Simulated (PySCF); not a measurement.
**Excited states of Ba (barium, neutral)**

Ground state [Xe] 6s2, ¹S. All numbers are calculated (PySCF 2.14, scalar relativity by spin-free X2C-1e, in aug-cc-pVTZ-X2C with one added diffuse shell each of s, p, d, f type (10s9p7d4f, 100 functions)). Vertical excitation energies in eV without spin-orbit coupling; excited terms of each kind are numbered among those the solver found. Frozen: [Kr] 4d10 5s2.

```
 term  leading excitation  EOM-EE-CCSD  measured centre of gravity (NIST)
 1 3D              6s → d        1.545                       1.160 (6s5d)
1 3P°              6s → p        1.586                       1.622 (6s6p)
 1 1D              6s → d        1.861                       1.413 (6s5d)
1 1P°              6s → p        2.346                       2.239 (6s6p)
 1 3S              6s → s        3.187                                n/a
 1 1S              6s → s        3.366                                n/a
2 3P°              6s → p        3.742                                n/a
2 1P°              6s → p        3.745                                n/a
 2 3D              6s → d        3.818                                n/a
 2 3S              6s → s        4.162                                n/a
1 3F°              6s → f        4.391                                n/a
1 1F°              6s → f        4.488                                n/a
```

Only the lower part of the computed list is shown. Doubly excited terms such as np² are absent. The solver can miss terms. Rydberg members are limited by the diffuse functions of the basis.
